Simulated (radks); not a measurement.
Ta3+, 70 electrons, occupied as [Xe] 4f14 5d2 (the NIST ground configuration).

Method: Dirac Kohn-Sham, PBE, spin-unpolarised, spherical densities, finite nucleus; open shells are shared between the two j in proportion to 2j + 1; Fermi nuclear charge, rms radius 5.3507 fm; computed with a radial shooting solver on a logarithmic mesh with Libxc functionals.

Energy parts (Ry):
| part | energy |
|---|---|
| total | -31243.7440 |
| kinetic | 35058.3462 |
| electron-nucleus | -77768.1680 |
| Hartree | 12099.1883 |
| exchange-correlation | -633.1106 |

Orbitals (lengths in bohr, moments of r in powers of bohr; <r^-3> diverges for s and p1/2):
| orbital | occ. | eigenvalue (Ry) | <r^-3> | small-component weight |
|---|---|---|---|---|
| 1s1/2 | 2 | -4945.171 | - | 7.56e-02 |
| 2s1/2 | 2 | -850.8290 | - | 1.71e-02 |
| 2p1/2 | 2 | -813.3769 | - | 1.72e-02 |
| 2p3/2 | 4 | -720.0230 | 15570 | 1.55e-02 |
| 3s1/2 | 2 | -196.4935 | - | 5.61e-03 |
| 3p1/2 | 2 | -179.8131 | - | 5.55e-03 |
| 3p3/2 | 4 | -159.7155 | 3502 | 5.09e-03 |
| 3d3/2 | 4 | -131.4980 | 604.2 | 4.97e-03 |
| 3d5/2 | 6 | -127.1202 | 516.3 | 4.84e-03 |
| 4s1/2 | 2 | -41.70576 | - | 1.84e-03 |
| 4p1/2 | 2 | -34.82276 | - | 1.75e-03 |
| 4p3/2 | 4 | -30.19618 | 806.6 | 1.57e-03 |
| 4d3/2 | 4 | -18.87460 | 121.3 | 1.38e-03 |
| 4d5/2 | 6 | -18.02464 | 101.5 | 1.33e-03 |
| 5s1/2 | 2 | -7.40883 | - | 4.00e-04 |
| 5p1/2 | 2 | -5.40369 | - | 3.28e-04 |
| 5p3/2 | 4 | -4.74771 | 112.5 | 2.82e-04 |
| 4f5/2 | 6 | -3.95955 | 17.80 | 9.14e-04 |
| 4f7/2 | 8 | -3.81360 | 16.95 | 8.93e-04 |
| 5d3/2 | 0.8 | -2.17543 | 8.835 | 1.44e-04 |
| 5d5/2 | 1.2 | -2.11511 | 7.279 | 1.37e-04 |

The highest occupied level is 5d5/2 at -28.778 eV. The electron density at the nucleus is 1.313e+06 e/bohr^3. Summed over all electrons, <r^2> = 34.99 bohr^2, which gives a Langevin (diamagnetic) susceptibility term of -27.7 x 10^-6 cm^3/mol.
